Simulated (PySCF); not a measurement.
## Basis and Hamiltonian dependence of the electron affinity of Pb

Pb- [Xe] 4f14 5d10 6s2 6p3 (4S) → Pb [Xe] 4f14 5d10 6s2 6p2 (3P). Calculated with PySCF 2.14 from differences of total energies of unrestricted determinants, without spin-orbit coupling. Values in eV.

```tsv
basis	Hamiltonian	functions	UHF	PBE	PBE0	MP2 (valence)	CCSD(T) (valence)	CCSD(T) (valence and next inner shell)
aug-cc-pVDZ-PP with ECP60MDF	ECP	32	0.882	1.328	1.312	1.172	1.197	n/a
aug-cc-pwCVDZ-PP with ECP60MDF	ECP	48	0.878	1.324	1.309	1.169	1.195	1.188
aug-cc-pVTZ-PP with ECP60MDF	ECP	55	0.872	1.320	1.305	1.221	1.267	n/a
def2-TZVPPD with the def2 core potential (60 electrons)	ECP	56	0.815	1.210	1.224	1.137	1.176	1.189
aug-cc-pVTZ-PP with one added diffuse shell each of d, f type with ECP60MDF	ECP	67	0.872	1.320	1.305	1.222	1.268	n/a
aug-cc-pVTZ-DK3	spin-free X2C	84	0.875	1.329	1.312	1.224	1.270	n/a
def2-QZVPPD with the def2 core potential (60 electrons)	ECP	88	0.839	1.251	1.254	1.192	1.236	n/a
aug-cc-pVQZ-PP with ECP60MDF	ECP	92	0.866	1.328	1.306	1.234	1.279	n/a
ANO-RCC-VTZP	spin-free X2C	93	0.843	1.261	1.268	1.155	1.178	1.213
aug-cc-pwCVTZ-PP with ECP60MDF	ECP	96	0.862	1.314	1.297	1.213	1.260	n/a
x2c-TZVPPall with one added diffuse shell each of s, p, d, f type	spin-free X2C	99	0.883	1.328	1.313	1.228	1.275	1.281
aug-cc-pVQZ-DK3	spin-free X2C	118	0.869	n/a	n/a	1.237	1.282	n/a
aug-cc-pwCVTZ-DK3	spin-free X2C	125	0.865	1.321	1.303	1.216	1.263	n/a
aug-cc-pwCVTZ-DK3 with one added diffuse shell each of s, d, f type	spin-free X2C	138	0.865	n/a	n/a	n/a	n/a	n/a
```

Extrapolation of CCSD(T) (valence) from aug-cc-pVTZ-PP with ECP60MDF and aug-cc-pVQZ-PP with ECP60MDF: the correlation parts are 0.396 and 0.413 eV; with the X⁻³ form and unrounded values, (4³ × 0.413 − 3³ × 0.396)/(4³ − 3³) = 0.425 eV, and adding the Hartree-Fock value 0.866 eV of the larger basis gives 1.291 eV.

Extrapolation of CCSD(T) (valence) from aug-cc-pVTZ-DK3 and aug-cc-pVQZ-DK3: the correlation parts are 0.396 and 0.413 eV; with the X⁻³ form and unrounded values, (4³ × 0.413 − 3³ × 0.396)/(4³ − 3³) = 0.426 eV, and adding the Hartree-Fock value 0.869 eV of the larger basis gives 1.294 eV.

Frozen in the all-electron rows: valence: [Xe] 4f14 5d10; valence and next inner shell: [Kr] 4d10 4f14; with a core potential, the same shells as far as they lie outside it.

Spin-orbit coupling is strong in these open shells (close to jj coupling), so the scalar numbers refer to model states.

In most of these bases the highest occupied level of the anion is positive at PBE, PBE0, so the basis helps to hold the electron.

Between the lowest levels the reference is 0.357 eV (measured; photodetachment measurements, as compiled on the Wikipedia data page of electron affinities); it includes spin-orbit coupling, which these numbers lack.
